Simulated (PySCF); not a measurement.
# Zinc: a sound run and one with changed settings

Sound run: Zn [Ar] 3d10 4s2, Zn⁺ [Ar] 3d10 4s1. All numbers are calculated (PySCF 2.14, the spin-free X2C one-electron Hamiltonian (Gaussian nucleus), in x2c-TZVPall). In the sound run the correlated levels freeze [Ar]. The sound run starts from symmetry-adapted Hartree-Fock orbitals and uses a fine grid where one is needed.

Changed run: initial guess sap, at most 8 SCF cycles. This setting is unsound on purpose.

```
species   method  sound run (hartree)  changed run (hartree)  converged
     Zn      UHF          -1794.25420            -1794.25420        yes
     Zn    B3LYP          -1795.96242            -1795.96242        yes
     Zn      PBE          -1795.65779            -1795.65779        yes
     Zn      MP2          -1794.66631            -1794.66631        yes
     Zn  CCSD(T)          -1794.64624            -1794.64624        yes
    Zn⁺      UHF          -1793.96788            -1793.96788         no
    Zn⁺    B3LYP          -1795.60853            -1795.60853        yes
    Zn⁺      PBE          -1795.30424            -1795.30424        yes
```

Ionisation energy of Zn:

```json
{"method": "B3LYP", "sound run (eV)": "9.630", "changed run (eV)": "9.630"}
{"method": "PBE", "sound run (eV)": "9.621", "changed run (eV)": "9.621"}
```

The SCF was stopped early; the energies are upper bounds that still move, and correlated levels were skipped or rest on poor orbitals.

For comparison, NIST gives 9.394 eV between the lowest levels.
